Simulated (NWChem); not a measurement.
Everything below was run with NWChem. System: C3H8N, charge 0, spin multiplicity 2, at a geometry optimised with UB3LYP/def2-SVP. The structure started from a generated list of species. Its SCF solution wasn't tested for a lower state. Level: UMP2/def2-TZVP, 4 core orbitals frozen.

Part of the output:

```
             Northwest Computational Chemistry Package (NWChem) 7.3.0
             --------------------------------------------------------

                                NWChem Input Module
                                -------------------

 Scaling coordinates for geometry "geometry" by  1.889725989
 (inverse scale =  0.529177249)

                             Geometry "geometry" -> ""
                             -------------------------

 Output coordinates in angstroms (scale by  1.889725989 to convert to a.u.)

  No.       Tag          Charge          X              Y              Z
 ---- ---------------- ---------- -------------- -------------- --------------
    1 C                    6.0000    -0.63062800     1.30944900     0.15986100
    2 C                    6.0000    -0.03288500    -0.04625100     0.37139200
    3 C                    6.0000     1.43521500    -0.11757800    -0.05055500
    4 N                    7.0000    -0.78794700    -1.10254800    -0.34880900
    5 H                    1.0000    -0.39371200     1.87672600    -0.74735300
    6 H                    1.0000    -1.47704400     1.65131100     0.76348400
    7 H                    1.0000    -0.09918800    -0.30672500     1.44304100
    8 H                    1.0000     2.05150400     0.58358400     0.53295600
    9 H                    1.0000     1.54694000     0.14758800    -1.11683200
   10 H                    1.0000     1.82344100    -1.13816200     0.08641100
   11 H                    1.0000    -0.79958300    -0.88279000    -1.34849200
   12 H                    1.0000    -1.76694000    -1.08741500    -0.05573900

 Effective nuclear repulsion energy (a.u.)     126.7833264043

            Nuclear Dipole moment (a.u.)
            ----------------------------
        X                 Y               Z
 ---------------- ---------------- ----------------
     0.0000018897     0.0000018897     0.0000018897


 Summary of "ao basis" -> "" (spherical)
 ------------------------------------------------------------------------------
       Tag                 Description            Shells   Functions and Types
 ---------------- ------------------------------  ------  ---------------------
 *                         def2-tzvp                  on all atoms

 Summary of "ao basis" -> "ao basis" (spherical)
 ------------------------------------------------------------------------------
       Tag                 Description            Shells   Functions and Types
 ---------------- ------------------------------  ------  ---------------------
 C                         def2-tzvp                11       31   5s3p2d1f
 N                         def2-tzvp                11       31   5s3p2d1f
 H                         def2-tzvp                 4        6   3s1p

                                 NWChem SCF Module
                                 -----------------

  ao basis        = "ao basis"
  functions       =   172
  atoms           =    12
  alpha electrons =    17
  beta  electrons =    16
  charge          =   0.00
  wavefunction    = UHF
  use symmetry    = F
  symmetry adapt  = F

 Summary of "ao basis" -> "ao basis" (spherical)
 ------------------------------------------------------------------------------
       Tag                 Description            Shells   Functions and Types
 ---------------- ------------------------------  ------  ---------------------
 C                         def2-tzvp                11       31   5s3p2d1f
 N                         def2-tzvp                11       31   5s3p2d1f
 H                         def2-tzvp                 4        6   3s1p

 Forming initial guess at       0.1s

 Starting SCF solution at       0.1s

 ----------------------------------------------
         Quadratically convergent UHF

 Convergence threshold     :          1.000E-07
 Maximum no. of iterations :          100
 Integral*density screening:          1.000E-09
 ----------------------------------------------

              iter       energy          gnorm     gmax       time
             ----- ------------------- --------- --------- --------
                 1     -172.7000315586  5.68D-01  7.79D-02      5.3
                 2     -172.7212741475  3.00D-02  8.65D-03     16.2
[...]
    2 C    6     2.84   0.43  0.56  0.23  0.31 -0.04  0.58  0.61  0.05  0.02  0.08  0.01
    3 C    6     3.17   0.43  0.56  0.24  0.34  0.05  0.63  0.70  0.19  0.01  0.03  0.00
    4 N    7     3.81   0.41  0.58  0.26  0.43  0.09  0.76  0.89  0.38  0.00  0.02  0.00
    5 H    1     0.40   0.12  0.22  0.04  0.01
    6 H    1     0.39   0.12  0.22  0.04  0.01
    7 H    1     0.47   0.14  0.26  0.06  0.01
    8 H    1     0.45   0.13  0.25  0.06  0.01
    9 H    1     0.46   0.13  0.25  0.06  0.01
   10 H    1     0.44   0.13  0.25  0.05  0.01
   11 H    1     0.39   0.13  0.21  0.04  0.02
   12 H    1     0.39   0.13  0.21  0.03  0.02

   Mulliken analysis of the beta density
   -------------------------------------

    Atom       Charge   Shell Charges
 -----------   ------   -------------------------------------------------------
    1 C    6     2.55   0.43  0.56  0.23  0.31  0.06  0.41  0.41  0.12  0.01  0.02  0.00
    2 C    6     2.98   0.43  0.56  0.24  0.34 -0.03  0.62  0.67  0.08  0.01  0.06  0.00
    3 C    6     3.16   0.43  0.56  0.24  0.33  0.05  0.62  0.69  0.20  0.01  0.03  0.00
    4 N    7     3.75   0.41  0.58  0.26  0.42  0.10  0.71  0.85  0.39  0.00  0.02  0.00
    5 H    1     0.48   0.14  0.27  0.07  0.01
    6 H    1     0.48   0.14  0.27  0.06  0.01
    7 H    1     0.46   0.13  0.26  0.06  0.01
    8 H    1     0.45   0.13  0.25  0.06  0.01
    9 H    1     0.46   0.13  0.25  0.06  0.01
   10 H    1     0.44   0.13  0.24  0.05  0.01
   11 H    1     0.40   0.13  0.21  0.04  0.02
   12 H    1     0.40   0.13  0.21  0.03  0.02

   Mulliken analysis of the spin density
   -------------------------------------

    Atom       Charge   Shell Charges
 -----------   ------   -------------------------------------------------------
    1 C    6     1.25   0.00 -0.00  0.04  0.05  0.06  0.37  0.50  0.23 -0.00  0.00 -0.00
    2 C    6    -0.15  -0.00  0.00 -0.01 -0.02 -0.01 -0.04 -0.06 -0.03  0.00  0.01  0.00
    3 C    6     0.01   0.00 -0.00  0.00  0.00 -0.00  0.01  0.01 -0.00 -0.00 -0.00 -0.00
    4 N    7     0.07   0.00 -0.00  0.00  0.01 -0.01  0.04  0.04 -0.01 -0.00 -0.00 -0.00
    5 H    1    -0.09  -0.02 -0.05 -0.03  0.01
    6 H    1    -0.09  -0.02 -0.05 -0.03  0.01
    7 H    1     0.01   0.00  0.01  0.00 -0.00
    8 H    1    -0.00  -0.00 -0.00 -0.00  0.00
    9 H    1    -0.00  -0.00 -0.00 -0.00  0.00
   10 H    1    -0.00   0.00  0.00 -0.00  0.00
   11 H    1    -0.00  -0.00 -0.00  0.00  0.00
   12 H    1    -0.00  -0.00 -0.00  0.00  0.00

       Multipole analysis of the density wrt the origin
       ------------------------------------------------

     L   x y z        total         alpha         beta         nuclear
     -   - - -        -----         -----         ----         -------
     0   0 0 0     -0.000000    -17.000000    -16.000000     33.000000

     1   1 0 0     -0.262116      0.414401     -0.676518      0.000002
     1   0 1 0      0.404961     -0.979799      1.384757      0.000002
     1   0 0 1     -0.098826     -0.231795      0.132967      0.000002

     2   2 0 0    -18.661493    -73.306919    -70.814134    125.459560
     2   1 1 0     -0.024011      2.816249      0.898211     -3.738471
     2   1 0 1     -0.087682     -1.172073     -0.821787      1.906178
     2   0 2 0    -23.333142    -67.107550    -59.270690    103.045099
     2   0 1 1     -0.412608     -9.220449     -7.601476     16.409318
     2   0 0 2    -18.720274    -25.009762    -23.822105     30.111593

                   NWChem MP2 Semi-direct Energy/Gradient Module
                   ---------------------------------------------

  Basis functions       =    172
  Molecular orbitals    =    172
  Frozen core           =      4
  Frozen virtuals       =      0
  Active alpha occupied =     13
  Active beta occupied  =     12
  Active alpha virtual  =    155
  Active beta virtual   =    156
  Use MO symmetry       = F
  Use skeleton AO sym   = F

  AO/Fock/Back tols     =   1.0D-09  1.0D-09  1.0D-09

 GA uses MA = F    GA memory limited = T

 Available:
  local mem=  1.26D+08
 global mem=  1.44D+08
 local disk=  0.00D+00
  mp2_memr nvloc                   155
  nvloc new                   155
   1 passes of  13:        6291456                     161061                 101034332.
   1 passes of  13: M    126043347           G      144120032           F     119751891.

 Semi-direct pass number   1 of   1  for UHF alpha       at       90.9s
  vrange nnbf                 14740
  mp2_eaftype                   385  avail_ma_in_mb                  1098
 EAF : mp2_eaftype filesize         385   50517166.
  mp2_eaf for mointskh                    385
Node 0 wrote    237.6 Mb in      0.1 s     Agg I/O rate:  4012.2 Mb/s
 Done moints_semi at      104.4s
  mp2_eaftype                   385  avail_ma_in_mb                   713
 EAF : mp2_eaftype filesize         385   50517166.
  mp2_eaf for kh                   385
 Done maket at      105.0s
 Done multipass loop at      105.0s

 GA uses MA = F    GA memory limited = T

 Available:
  local mem=  1.26D+08
 global mem=  1.44D+08
 local disk=  0.00D+00
  mp2_memr nvloc                   156
  nvloc new                   156
   1 passes of  12:        6291456                     153913                  93867744.
   1 passes of  12: M    126043347           G      144120032           F     119751891.

 Semi-direct pass number   1 of   1  for UHF beta        at      105.1s
  vrange nnbf                 14740
  mp2_eaftype                   358  avail_ma_in_mb                  1098
 EAF : mp2_eaftype filesize         358   46933872.
  mp2_eaf for mointskh                    358
Node 0 wrote    220.7 Mb in      0.1 s     Agg I/O rate:  3939.4 Mb/s
 Done moints_semi at      117.9s
  mp2_eaftype                   358  avail_ma_in_mb                   740
 EAF : mp2_eaftype filesize         358   46933872.
  mp2_eaf for kh                   358
 Done maket at      118.4s
 Done multipass loop at      118.4s

          -------------------------------------------
          SCF energy                -172.721644070405
          Correlation energy          -0.692077791481
          Singlet pairs                0.000000000000
          Triplet pairs                0.000000000000
          Total MP2 energy          -173.413721861886
          -------------------------------------------

          ---------------------------------------------------
                    Spin Component Scaled (SCS) MP2
          Same spin pairs                     -0.159756240692
          Same spin scaling factor             0.333333333333
          Opposite spin pairs                 -0.532321550788
          Opposite spin scaling fact.          1.200000000000
          SCS-MP2 correlation energy          -0.692037941177
          Total SCS-MP2 energy              -173.413682011582
          ---------------------------------------------------

 -----------------------
 Performance information
 -----------------------

 Timer overhead =  1.39D-07 seconds/call

               Nr. of calls         CPU time (s)                 Wall time (s)                GFlops
             ---------------    -------------------     ------------------------------   -------------------
Name         Min   Avg   Max    Min     Avg     Max     Min     Avg     Max   Mx/calls   Min     Max     Sum
mp2: moin     2     2     2    26.     26.     26.      26.     26.     26.     13.      0.0     0.0     0.0
mp2: make     2     2     2    1.2     1.2     1.2      1.2     1.2     1.2    0.58      0.0     0.0     0.0
mp2: tota     1     1     1    28.     28.     28.      28.     28.     28.     28.      0.0     0.0     0.0

 The average no. of pstat calls per process was 5.00D+00
 with a timing overhead of 6.96D-07s

 Task  times  cpu:      118.4s     wall:      118.4s

 Total times  cpu:      118.4s     wall:      118.4s
```

Q: Write an NWChem input that would produce this output.

A: This is not unique; one that fits is 
```
start mol
memory heap 200 mb stack 900 mb global 1100 mb
geometry units angstroms nocenter noautoz noautosym
  C     -0.630628     1.309449     0.159861
  C     -0.032885    -0.046251     0.371392
  C      1.435215    -0.117578    -0.050555
  N     -0.787947    -1.102548    -0.348809
  H     -0.393712     1.876726    -0.747353
  H     -1.477044     1.651311     0.763484
  H     -0.099188    -0.306725     1.443041
  H      2.051504     0.583584     0.532956
  H      1.546940     0.147588    -1.116832
  H      1.823441    -1.138162     0.086411
  H     -0.799583    -0.882790    -1.348492
  H     -1.766940    -1.087415    -0.055739
end
basis spherical
  * library def2-tzvp
end
scf
  uhf
  nopen 1
  maxiter 100
  thresh 1e-7
  semidirect memsize 60000000 filesize 0
  # guess.movecs holds the orbitals of an unrestricted PBE0 run
  vectors input guess.movecs output mol.movecs
end
mp2
  freeze core 4
end
task mp2 energy
```
